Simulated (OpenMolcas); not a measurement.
## Ionisation energies of gadolinium

```yaml
Program: OpenMolcas 26.06
Basis: ANO-RCC-VQZP [9s8p6d4f3g2h]
Scalar_Hamiltonian: DKH2, point nucleus
Spin-orbit_coupling: state interaction with AMFI integrals over the reference wave functions, term energies averaged over their components
```

Active shells in each charge state: the valence f shell, with orbitals averaged over the low states. Where CASPT2's correlated closed shells are named, they are those of the first ion.

A. CASSCF
B. SS-CASPT2, IPEA 0.25 Eh, imaginary shift 0.1 Eh (closed shells correlated: 5s 5p)
C. SS-CASPT2, IPEA 0.25 Eh, imaginary shift 0.1 Eh (closed shells correlated: 4d 5s 5p)
D. SS-CASPT2, IPEA 0 Eh, imaginary shift 0.1 Eh (closed shells correlated: 5s 5p)

Energies in eV between the lowest computed levels, named as in B; reference values from the NIST Atomic Spectra Database with their kind.

| From | To | A | B | C | D | Spin-orbit share in B | Reference |
| --- | --- | --- | --- | --- | --- | --- | --- |
| Gd3+ 4f7 8S* 7/2 | Gd4+ 4f6 7F0 | 42.433 | 44.906 | 44.955 | 45.044 | -0.428 | 44.440 (semi-empirical) |

The lowest level within the active space need not be the ion's true ground level.

* marks odd parity.
